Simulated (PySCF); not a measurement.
**Assignment exercise: C₅H₁₂O₂Si₂**

Mapped SMILES: `[O:1]=[CH:2][C:3]1([O:4][CH2:5][SiH3:6])[CH2:7][SiH2:8][CH2:9]1`. Hydrogens are named by the atom that carries them.

All values are calculated (PySCF 2.14): σ from GIAO-PBE0/pcSseg-1, geometry from GFN2-xTB. One computed conformer, no solvent model, relativity neglected, fast rotation and ring inversion assumed for equivalent nuclei.

Chemical shifts δ = σref − σ; $^{13}$C and $^{1}$H vs TMS, all at this level.

(1) Assign these signals to the numbered atoms. $^{13}$C{$^{1}$H} NMR (computed): δ 217.9, 87.0, 53.8, 21.8.

(2) Assign these signals to the numbered atoms. $^{1}$H NMR (400 MHz, computed): δ 10.39 (s, 1H), 4.53 (m, 1H), 4.53 (m, 1H), 4.00 (t, 3H), 3.40 (q, 2H), 1.59 (m, 2H), 1.58 (m, 2H).

Results:

(1) 
217.9 → C2, aldehyde carbonyl carbon: low-lying n→π* states of the double bond to the heteroatom give a large paramagnetic term (-284 ppm)
87.0 → C3, fully substituted sp3 carbon bonded to O, α to a carbonyl: pulled downfield by the heteroatom
53.8 → C5, sp3 CH2 bonded to O and Si: the inductive effect lowers its shielding
21.8 → C7/C9, sp3 CH2 bonded to Si

(2) 
| δ (ppm) | atoms | environment | reason |
| --- | --- | --- | --- |
| 10.39 | H(C2) | hydrogen on an aldehyde carbonyl carbon | the formyl region, downfield of aromatic protons |
| 4.53 | Ha(Si8) | hydrogen on a silicon bonded to 2 C, in a 4-membered ring | – |
| 4.53 | Hb(Si8) | hydrogen on a silicon bonded to 2 C, in a 4-membered ring | – |
| 4.00 | H(Si6) | hydrogen on a silicon bonded to C | – |
| 3.40 | H(C5) | hydrogen on an sp3 CH2 bonded to O and Si | its carbon carries O, hence the downfield position |
| 1.59 | Ha(C7)/Hb(C9) | hydrogen on an sp3 CH2 bonded to Si | – |
| 1.58 | Hb(C7)/Ha(C9) | hydrogen on an sp3 CH2 bonded to Si | – |

Ha(Si8) and Hb(Si8); Ha(C7)/Hb(C9) and Hb(C7)/Ha(C9) lie closer than the usual error of such a calculation, so a measured spectrum could show them in the other order.

Shifts are as computed. Against solution values, carbons near 30 ppm lie about +3 ppm off and those near 130 ppm about +5 ppm. Of 1309 compounds with measured shifts, 239 miss one by over three times the rms of a fit or turn the order of signals round; such compounds aren't used in these exercises. Multiplicities follow the n + 1 count of equivalent neighbours, as no J values were calculated; m marks all less simple cases, F and P coupling included.
